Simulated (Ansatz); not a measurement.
A structure relaxed at PBE-D4/def2-SVPD in Ansatz, charge -1, singlet:

```
atom   x (Å)   y (Å)   z (Å)
 Ru1   0.233  -0.922   1.048
 Ru2  -0.561  -1.097  -1.370
 Al3   0.961   0.646  -0.682
 Al4  -1.262   0.750  -2.634
 Al5   0.027   1.088   2.213
 Al6  -1.970   0.081   0.121
 Al7   2.572  -0.546   1.304
```

Task: Give its formula.

Result: Al5Ru2⁻.

Task: Summarise the bond lengths by kind (pairs closer than 1.2 times the sum of covalent radii, bridged metal pairs left out).

Result: 7 × Al–Ru 2.33 to 2.59 Å; 1 × Ru–Ru 2.55 Å; 1 × Al–Al 2.82 Å.

In the def2 sets Ru takes a core potential; there is no spin–orbit coupling. The restricted singlet is unstable towards broken spin symmetry in Hartree–Fock (as tested in another run); at PBE-D4/def2-SVPD this wasn't settled. Another isomer (singlet) lies 0.36 eV lower at PBE0-D4/def2-TZVPD; other spin states weren't run for this one.
